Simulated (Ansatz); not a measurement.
The same path of a periodic cell of 17 atoms, Ta16H (host Ta, host structure bcc, interstitial H) was run twice with different band settings. Lost on the way: Ta2–H17. Made: Ta4–H17.

Level of theory: Ansatz, DFT PBE, scalar-relativistic, plane waves, PAW. Settings: cutoff 420 eV, k mesh 3x3x3, gaussian smearing 0.1 eV, no spin polarisation.

Relaxed end points:

```xyz
17
Lattice="6.6200 0.0000 0.0000 0.0000 6.6200 0.0000 0.0000 0.0000 6.6200" Properties=species:S:1:pos:R:3
Ta -0.056 -0.002 -0.039
Ta 3.372 -0.002 -0.039
Ta 0.006 3.308 0.005
Ta -0.003 -0.002 3.320
Ta 1.658 1.712 1.689
Ta 3.310 3.308 0.005
Ta 3.318 -0.002 3.320
Ta 4.968 1.650 1.646
Ta 0.014 3.308 3.315
Ta 1.658 4.904 1.689
Ta 1.658 1.659 4.950
Ta 3.301 3.308 3.315
Ta 4.968 4.966 1.646
Ta 4.968 1.642 4.955
Ta 1.658 4.958 4.950
Ta 4.968 4.974 4.955
H 1.658 -0.002 0.824
```

```xyz
17
Lattice="6.6200 0.0000 0.0000 0.0000 6.6200 0.0000 0.0000 0.0000 6.6200" Properties=species:S:1:pos:R:3
Ta -0.039 0.004 -0.061
Ta 3.320 0.004 -0.007
Ta 0.005 3.314 0.001
Ta -0.039 0.004 3.367
Ta 1.690 1.718 1.653
Ta 3.315 3.314 0.009
Ta 3.320 0.004 3.314
Ta 4.951 1.665 1.653
Ta 0.005 3.314 3.305
Ta 1.690 4.911 1.653
Ta 1.646 1.656 4.963
Ta 3.315 3.314 3.297
Ta 4.951 4.964 1.653
Ta 4.956 1.648 4.963
Ta 1.646 4.972 4.963
Ta 4.956 4.980 4.963
H 0.825 0.005 1.653
```

Common settings: climbing image yes; optimiser quadratic models (default); force threshold 0.05 eV/Å; end points relaxed.

| run | movable images | spring | start path | iteration limit | theory |
| --- | --- | --- | --- | --- | --- |
| 1 | 5 | 2.0 eV/Å² | straight line | 47 | DFT PBE, scalar-relativistic, plane waves, PAW cutoff 420 eV, k mesh 3x3x3, gaussian smearing 0.1 eV, no spin polarisation |
| 2 | 3 | 5.0 eV/Å² | default | 50 | DFT PBE, scalar-relativistic, plane waves, PAW cutoff 250 eV, k mesh 3x3x3, gaussian smearing 0.1 eV, no spin polarisation |

What does each run give, and how far can it be trusted?

Run 1: converged after 4 iterations, highest image 0.192 eV above the first end. By the program's own check the climbing image is of a kind that is not told: the force calls were inconclusive, a negative curvature could not be distinguished from the path's own, the only one lies far off the path, or fixed occupations may fill a level only in part (lowest curvatures found: -2.58 and 5.12 eV/Å²).
Run 2: converged after 4 iterations, highest image 0.192 eV above the first end. The order of the stationary point at the top wasn't checked. The plane-wave cutoff is below what these datasets need, so energies and pressures aren't converged.
Limits of this set-up: coarse k mesh, odd electron count without spin.
